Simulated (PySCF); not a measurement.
Input file for PySCF: D3(BJ) and D4 dispersion corrections on H5N (a complex), monomers drawn apart or pushed together.

```python
from pyscf import gto
from pyscf.dispersion import dftd3, dftd4

mol = gto.M(
    atom='''
    N     0.01522322   -0.00224475   -0.13802728
    H    -0.71300871    0.61806576   -0.47296942
    H     0.89789972    0.34402507   -0.49617708
    H    -0.14559084   -0.91232292   -0.55419199
    H     0.02195474   -0.18409936    2.86422943
    H     0.02232320   -0.23297934    3.61061469
    ''',
    basis='def2-svp',
    charge=0, spin=0, verbose=0, max_memory=1800)
d3, d4 = {}, {}
for xc in ['hf', 'pbe', 'blyp', 'revpbe', 'tpss', 'r2scan', 'b3lyp', 'pbe0', 'bhlyp', 'camb3lyp', 'b2plyp']:
    d3[xc] = float(dftd3.DFTD3Dispersion(mol, xc=xc, version='d3bj', atm=False).get_dispersion()['energy'])
    print(f'D3(BJ) {xc:10s} {d3[xc]:14.8f} Eh')
for xc in ['hf', 'pbe', 'blyp', 'revpbe', 'tpss', 'r2scan', 'b3lyp', 'pbe0', 'bhlyp', 'camb3lyp', 'b2plyp']:
    d4[xc] = float(dftd4.DFTD4Dispersion(mol, xc={'camb3lyp': 'cam-b3lyp'}.get(xc, xc), atm=True).get_dispersion()['energy'])
    print(f'D4     {xc:10s} {d4[xc]:14.8f} Eh')
```

It printed:

```
D3(BJ) hf            -0.01101381 Eh
D3(BJ) pbe           -0.00113405 Eh
D3(BJ) blyp          -0.00217234 Eh
D3(BJ) revpbe        -0.00303624 Eh
D3(BJ) tpss          -0.00134402 Eh
D3(BJ) r2scan        -0.00032990 Eh
D3(BJ) b3lyp         -0.00175588 Eh
D3(BJ) pbe0          -0.00092056 Eh
D3(BJ) bhlyp         -0.00127501 Eh
D3(BJ) camb3lyp      -0.00075088 Eh
D3(BJ) b2plyp        -0.00075118 Eh
D4     hf            -0.00305372 Eh
D4     pbe           -0.00077013 Eh
D4     blyp          -0.00168729 Eh
D4     revpbe        -0.00297712 Eh
D4     tpss          -0.00102946 Eh
D4     r2scan        -0.00022662 Eh
D4     b3lyp         -0.00117698 Eh
D4     pbe0          -0.00064703 Eh
D4     bhlyp         -0.00074800 Eh
D4     camb3lyp      -0.00063379 Eh
D4     b2plyp        -0.00053886 Eh
```

The run finished.

Cost: roughly 0.03 core-seconds.
